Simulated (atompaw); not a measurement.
How hard is this platinum (Pt) PAW (atompaw) potential?

| Quantity | Value |
| --- | --- |
| Element | Pt |
| Generator | atompaw 4.2.0.5 |
| Type | PAW |
| Functional | PBE |
| Relativity | scalar-relativistic |
| Frozen core | [Xe] 4f14 |
| Valence charge | 10 |
| Reference configuration | 5d10 6s0 6p0 |
| Partial waves | 6s (bound, empty): rc 3.00 bohr; 6s channel at 3.55 Ry: rc 2.25 bohr; 6p (bound, empty): rc 3.00 bohr; 6p channel at 4.45 Ry: rc 3.00 bohr; 5d (bound): rc 3.00 bohr; 5d channel at 0.05 Ry: rc 2.35 bohr |
| Local potential | troulliermartins scheme with l = 3 at 0 Ry, radius 2.60 bohr |
| Core correction | smooth core density matched at 2.45 bohr |
| Augmentation charge | besselshape compensation charge, radius 2.55 bohr; PAW radius 3.00 bohr; waves and projectors: custom rrkj vanderbiltortho |

The pseudo-atom Hamiltonian at the reference potential is diagonalised in spherical Bessel functions j_l(qr) that vanish at 20 bohr, with q² up to the cutoff. All-electron valence levels (Ry): 6s -0.3594, 6p -0.0408, 5d -0.3279.

Q: How do the lowest levels (Ry) of each channel move with the cutoff, and are there ghosts?

A:

| cutoff (Ry) | s #1 | s #2 | p #1 | d #1 | d #2 | f #1 | Σ f·Δε (mRy) |
| --- | --- | --- | --- | --- | --- | --- | --- |
| 8 | -0.3594 | 0.0133 | -0.0406 | -0.3214 | 0.0682 | 0.1137 | 64.8 |
| 10 | -0.3594 | 0.0133 | -0.0406 | -0.3268 | 0.0681 | 0.1137 | 11.3 |
| 12 | -0.3594 | 0.0133 | -0.0406 | -0.3277 | 0.0680 | 0.1137 | 2.0 |
| 18 | -0.3594 | 0.0133 | -0.0406 | -0.3279 | 0.0678 | 0.1137 | 0.5 |
| 21 | -0.3594 | 0.0133 | -0.0406 | -0.3279 | 0.0678 | 0.1137 | 0.3 |
| 25 | -0.3594 | 0.0133 | -0.0406 | -0.3279 | 0.0678 | 0.1137 | 0.3 |
| 400 | -0.3594 | 0.0133 | -0.0406 | -0.3279 | 0.0678 | 0.1137 | 0.0 |

Result: no extra level below or beside the all-electron valence levels (s, p, d, f tested); 10 mRy is reached at 12 Ry and 1 mRy at 18 Ry.
